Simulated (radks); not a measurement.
Task: All-electron atom: Tl III in [Xe] 4f14 5d10 6s1. Method: Dirac Kohn-Sham, LDA (Slater exchange, Perdew-Wang correlation), spin-unpolarised, spherical densities, finite nucleus; Fermi nuclear charge, rms radius 5.4759 fm; computed with a radial shooting solver on a logarithmic mesh with Libxc functionals. Some entries of the table are withheld. Estimate them.

orbital  occ.  eigenvalue (Ry)  <r^2> (bohr^2)
1s1/2       2        -6275.576       0.0003695
2s1/2       2        -1117.709        0.005556
2p1/2       2        -1073.713        0.003914
2p3/2       4        -922.0687        0.005097
3s1/2       2        -267.7439         0.03604
3p1/2       2              (1)         0.03276
3p3/2       4              (2)         0.03913
3d3/2       4              (3)         0.02988
3d5/2       6              (4)         0.03161
4s1/2       2        -60.72487          0.1735
4p1/2       2        -52.09534          0.1762
4p3/2       4        -43.88214          0.2081
4d3/2       4              (5)          0.2173
4d5/2       6              (6)          0.2285
5s1/2       2        -10.94123          0.8631
4f5/2       6         -9.89772             (7)
4f7/2       8         -9.55936             (8)
5p1/2       2              (9)          0.9983
5p3/2       4             (10)           1.211
5d3/2       4         -2.55679            (11)
5d5/2       6         -2.38993            (12)
6s1/2       1         -1.89613           5.740

Result: 
(1) 3p1/2 eigenvalue (Ry): -247.7526
(2) 3p3/2 eigenvalue (Ry): -214.0480
(3) 3d3/2 eigenvalue (Ry): -180.7692
(4) 3d5/2 eigenvalue (Ry): -173.5643
(5) 4d3/2 eigenvalue (Ry): -29.72638
(6) 4d5/2 eigenvalue (Ry): -28.19361
(7) 4f5/2 <r^2> (bohr^2): 0.2595
(8) 4f7/2 <r^2> (bohr^2): 0.2668
(9) 5p1/2 eigenvalue (Ry): -8.02949
(10) 5p3/2 eigenvalue (Ry): -6.52693
(11) 5d3/2 <r^2> (bohr^2): 2.077
(12) 5d5/2 <r^2> (bohr^2): 2.238
